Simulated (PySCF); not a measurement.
Computed with PySCF (xtb for GFN2) and rigid-rotor harmonic-oscillator thermochemistry at 1 bar. The comparison is the NASA 1993 polynomial table, which mixes measured and estimated data. All species are closed-shell singlets. The harmonic model lacks anharmonicity and excited electronic states, which grow with temperature; levels with a mode under 35 cm⁻¹ are left out. Soft modes under 120 cm⁻¹ make the harmonic entropy rough for PbCl₂. The table's entry may be an old estimate for PbCl₂ (not checked at source).

Harmonic frequencies at GFN2-xTB (cm⁻¹): 76, 250, 270. Point group C2v; S°(298 K) = 320.6 J/mol/K at this level.

Q: Work out Cp and S° of gaseous PbCl₂ at 500, 800, 1200, 1600, 2000 K from these, and set them beside the table.

A: 
```tsv
T (K)	Cp GFN2-xTB	Cp table	S° GFN2-xTB	S° table
500	57.4	57.1	350.0	346.3
800	57.9	57.7	377.1	373.3
1200	58.1	58.0	400.6	396.8
1600	58.1	58.1	417.3	413.5
2000	58.2	58.1	430.3	426.4
```
Units J/mol/K.
